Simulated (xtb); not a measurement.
H$_{3}$Si$_{2}$, doublet, from a rough starting geometry; GFN2-xTB in xtb.

Here is a job for xtb.
```
$ xtb mol.xyz --gfn 2 --uhf 1 --opt vtight --json

# file mol.xyz
5

Si     1.34211082    -0.92617384     0.03457145
Si    -0.59451464     0.13057864    -0.03249663
H      2.37589457     0.21501598    -0.03519753
H     -1.39355725     1.43582842    -0.07219169
H     -1.74645121    -0.82647152     0.07341375
```

Output, abridged:

```
   ID    Z sym.   atoms
    1   14 Si     1, 2
    2    1 H      3-5

           -------------------------------------------------
          |                Calculation Setup                |
           -------------------------------------------------

           -------------------------------------------------
          |                 G F N 2 - x T B                 |
           -------------------------------------------------

          ...................................................
          :                      SETUP                      :
          :.................................................:
          :  # basis functions                  23          :
          :  # atomic orbitals                  21          :
          :  # shells                            9          :
          :  # electrons                        11          :
          :  max. iterations                   250          :
          :  Hamiltonian                  GFN2-xTB          :
          :  restarted?                      false          :
          :  GBSA solvation                  false          :
          :  PC potential                    false          :
          :  electronic temp.          300.0000000     K    :
          :  accuracy                    1.0000000          :
          :  -> integral cutoff          0.2500000E+02      :
          :  -> integral neglect         0.1000000E-07      :
          :  -> SCF convergence          0.1000000E-05 Eh   :
          :  -> wf. convergence          0.1000000E-03 e    :
          :  Broyden damping             0.4000000          :
          :  net charge                          0          :
          :  unpaired electrons                  1          :
          ...................................................

 iter      E             dE          RMSdq      gap      omega  full diag
   1     -4.8638166 -0.486382E+01  0.156E+01    1.41       0.0  T
   2     -4.8341138  0.297028E-01  0.117E+01    1.75       1.0  T
   3     -4.6231956  0.210918E+00  0.992E+00    2.13       1.0  T
   4     -4.9132286 -0.290033E+00  0.249E+00    1.44       1.0  T
   5     -4.9172997 -0.407108E-02  0.955E-01    1.45       1.0  T
   6     -4.9174331 -0.133375E-03  0.731E-01    1.44       1.0  T
   7     -4.9175133 -0.802038E-04  0.505E-01    1.44       1.0  T
   8     -4.9176017 -0.884389E-04  0.146E-01    1.44       1.0  T
   9     -4.9176140 -0.123263E-04  0.330E-02    1.44       1.4  T
  10     -4.9176162 -0.213450E-05  0.130E-02    1.44       3.4  T
  11     -4.9176161  0.109706E-06  0.138E-02    1.44       3.2  T
  12     -4.9176163 -0.237691E-06  0.143E-03    1.44      31.3  T
  13     -4.9176163 -0.787197E-09  0.927E-04    1.44      48.2  T
  14     -4.9176163 -0.104297E-08  0.235E-04    1.44     190.1  T

   *** convergence criteria satisfied after 14 iterations ***

         :::::::::::::::::::::::::::::::::::::::::::::::::::::
         ::                     SUMMARY                     ::
         :::::::::::::::::::::::::::::::::::::::::::::::::::::
         :: total energy              -4.885290837047 Eh    ::
         :: gradient norm              0.018971416606 Eh/a0 ::
         :: HOMO-LUMO gap              1.438128619173 eV    ::
         ::.................................................::
         :: SCC energy                -4.917616156574 Eh    ::
         :: -> isotropic ES            0.003774896134 Eh    ::
         :: -> anisotropic ES         -0.001105520860 Eh    ::
         :: -> anisotropic XC         -0.014442674134 Eh    ::
         :: -> dispersion             -0.003138726367 Eh    ::
         :: repulsion energy           0.032325319527 Eh    ::
         :: add. restraining           0.000000000000 Eh    ::
         :: total charge              -0.000000000000 e     ::
         :::::::::::::::::::::::::::::::::::::::::::::::::::::

      -----------------------------------------------------------
[...]
 * total energy  :    -4.8862663 Eh     change       -0.2727999E-03 Eh
 * total energy  :    -4.8862886 Eh     change       -0.2234116E-04 Eh
 * total energy  :    -4.8863150 Eh     change       -0.2634409E-04 Eh
 * total energy  :    -4.8863081 Eh     change        0.6901503E-05 Eh
 * total energy  :    -4.8863172 Eh     change       -0.9134224E-05 Eh
 * total energy  :    -4.8863176 Eh     change       -0.4288226E-06 Eh
 * total energy  :    -4.8863180 Eh     change       -0.3980170E-06 Eh
 * total energy  :    -4.8863184 Eh     change       -0.3325254E-06 Eh
 * total energy  :    -4.8863186 Eh     change       -0.2189007E-06 Eh
 * total energy  :    -4.8863188 Eh     change       -0.1633378E-06 Eh
 * total energy  :    -4.8863189 Eh     change       -0.1120731E-06 Eh
 * total energy  :    -4.8863189 Eh     change       -0.7427381E-07 Eh
   *** GEOMETRY OPTIMIZATION CONVERGED AFTER 15 ITERATIONS ***
         :: total energy              -4.886318939126 Eh    ::
[...]

           -------------------------------------------------
          |                Property Printout                |
           -------------------------------------------------

    * Orbital Energies and Occupations

         #    Occupation            Energy/Eh            Energy/eV
      -------------------------------------------------------------
         1        2.0000           -0.6867094             -18.6863
         2        2.0000           -0.5521467             -15.0247
         3        2.0000           -0.4002519             -10.8914
         4        2.0000           -0.3645111              -9.9189
         5        2.0000           -0.3142126              -8.5502
         6        1.0000           -0.2621700              -7.1340 (HOMO)
         7                         -0.2091929              -5.6924 (LUMO)
         8                         -0.1870335              -5.0894
         9                         -0.1299899              -3.5372
        10                         -0.1251641              -3.4059
        11                         -0.0758855              -2.0650
        12                         -0.0658806              -1.7927
        13                         -0.0616441              -1.6774
        14                         -0.0191446              -0.5209
        15                         -0.0152600              -0.4152
        16                          0.0445475               1.2122
        17                          0.0829254               2.2565
       ...                                ...                  ...
        21                          1.4407961              39.2061
      -------------------------------------------------------------
                  HL-Gap            0.0529772 Eh            1.4416 eV
             Fermi-level           -0.2619364 Eh           -7.1277 eV

     #   Z          covCN         q      C6AA      α(0)
     1  14 Si       1.869     0.189   194.318    29.625
     2  14 Si       2.793     0.241   186.165    29.955
     3   1 H        0.902    -0.161     8.276     4.501
     4   1 H        0.912    -0.083     5.003     3.499
     5   1 H        0.914    -0.186     9.849     4.909

 Mol. C6AA /au·bohr⁶  :       1265.397155
 Mol. C8AA /au·bohr⁸  :      68075.868490
 Mol. α(0) /au        :         72.487880

Wiberg/Mayer (AO) data.
largest (>0.10) Wiberg bond orders for each atom

 ---------------------------------------------------------------------------
     #   Z sym  total        # sym  WBO       # sym  WBO       # sym  WBO
 ---------------------------------------------------------------------------
     1  14 Si   2.801 --     2 Si   1.784     3 H    0.913
     2  14 Si   3.634 --     1 Si   1.784     5 H    0.898     4 H    0.894
     3   1 H    0.974 --     1 Si   0.913
     4   1 H    0.993 --     2 Si   0.894
     5   1 H    0.965 --     2 Si   0.898
 ---------------------------------------------------------------------------

Topologies differ in total number of bonds
Writing topology from bond orders to xtbtopo.mol

molecular dipole:
                 x           y           z       tot (Debye)
 q only:        0.315      -0.256       0.007
   full:       -0.036       0.185      -0.008       0.480
molecular quadrupole (traceless):
                xx          xy          yy          xz          yz          zz
 q only:       -3.922      -2.302       1.614       0.082       0.035       2.308
  q+dip:       -1.508      -1.678       1.013       0.064      -0.020       0.495
   full:       -3.100       0.695      -1.413      -0.019       0.214       4.513

optimized geometry written to: xtbopt.xyz

           -------------------------------------------------
          | TOTAL ENERGY               -4.886318939126 Eh   |
          | GRADIENT NORM               0.000039949378 Eh/α |
          | HOMO-LUMO GAP               1.441581679340 eV   |
           -------------------------------------------------

normal termination of xtb
```
